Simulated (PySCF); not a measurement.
Simulated C 1s region for `C/C=N/[SiH2]C#N`, binding energy against the vacuum level.

Every computed line was given a Gaussian of 0.5 eV full width at half maximum and an area set by the number of equivalent atoms; the highest printed point is 100. The calculation used PySCF, delta-SCF UKS SCAN, pcX-2 on the ionised atom, pcseg-1 elsewhere, spin-free X2C.

binding energy (eV), intensity and a bar:
```
    290.5          0 
    290.6          1 
    290.7          5 #
    290.8         13 ####
    290.9         27 ########
    291.0         49 ###############
    291.1         72 #####################
    291.2         90 ###########################
    291.3        100 ##############################
    291.4        100 ##############################
    291.5         91 ###########################
    291.6         74 ######################
    291.7         51 ###############
    291.8         29 #########
    291.9         14 ####
    292.0          6 ##
    292.1          5 #
    292.2         10 ###
    292.3         21 ######
    292.4         39 ############
    292.5         57 #################
    292.6         67 ####################
    292.7         63 ###################
    292.8         48 ##############
    292.9         29 #########
    293.0         14 ####
    293.1          5 ##
    293.2          2 
    293.3          0
```

How many maxima does the curve show, and how many computed lines lie under it?

The curve has 2 maxima (at 291.4 and 292.6 eV). Under it lie 3 lines from 3 inequivalent carbon sites. At this width some lines have no maximum of their own.

Decompose the envelope and assign each component. Numbering: `[CH3:1]/[CH:2]=[N:3]/[SiH2:4][C:5]#[N:6]`.

| position (eV) | relative area | line | atoms | environment |
| --- | --- | --- | --- | --- |
| 291.19 | 1 | C 1s | C1 | methyl carbon |
| 291.52 | 1 | C 1s | C5 | cyano carbon |
| 292.62 | 1 | C 1s | C2 | C=N carbon |

What are the centre and the root-mean-square width of the whole band?

The area-weighted mean of the lines is 291.78 eV. Their own spread about it is 0.61 eV (rms) and each Gaussian has σ = 0.5/2.355 = 0.21 eV; the variances add, which gives 0.65 eV.

Lowest listed C 1s: C1, bonded to C and 3 H. Highest, 1.43 eV above it: C2, bonded to N (double bond), C and H. The widest gap between neighbouring values is 1.10 eV, between 291.52 and 292.62 eV.

The curve has no shake-up lines and no vibrational structure. The unrestricted hole states depart most from a pure doublet (⟨S²⟩ = 0.75; over 0.85 named) for C 1s of C2 (0.85), which makes this value less certain. Isolated species at its GFN2-xTB geometry (one conformer only).

Conformer computed: `[CH3:1]/[CH:2]=[N:3]/[SiH2:4][C:5]#[N:6]`: C2–N3–Si4–C5 121°.
